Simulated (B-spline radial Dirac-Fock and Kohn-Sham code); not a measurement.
A summary of the ionisation energies of silicon (Z = 14) against charge, from relaxed Dirac-Fock hole states (ΔSCF) with Breit and QED corrections and a finite nucleus and from the NIST table. The largest relative steps of the computed values, from charge +5 on, come at Si⁵⁺ (9 electrons left, 165.4 to 206.6 eV); Si⁶⁺ (8 electrons left, 206.6 to 250.8 eV); Si⁷⁺ (7 electrons left, 250.8 to 298.0 eV); Si¹²⁺ (2 electrons left, 523.3 to 2436.4 eV). The median of |NIST − computed| / NIST over the 14 ions is 0.90 %.

| charge | computed (eV) | NIST (eV) |
| --- | --- | --- |
| 0 | 7.10 | 8.15168 |
| 1 | 15.70 | 16.34585 |
| 2 | 32.02 | 33.493 |
| 3 | 44.73 | 45.14179 |
| 4 | 165.4 | 166.767 |
| 5 | 206.6 | 205.279 |
| 6 | 250.8 | 246.57 |
| 7 | 298.0 | 303.59 |
| 8 | 348.2 | 351.28 |
| 9 | 401.2 | 401.38 |
| 10 | 471.6 | 476.273 |
| 11 | 523.3 | 523.415 |
| 12 | 2436.4 | 2437.658 |
| 13 | 2673.2 | 2673.178 |
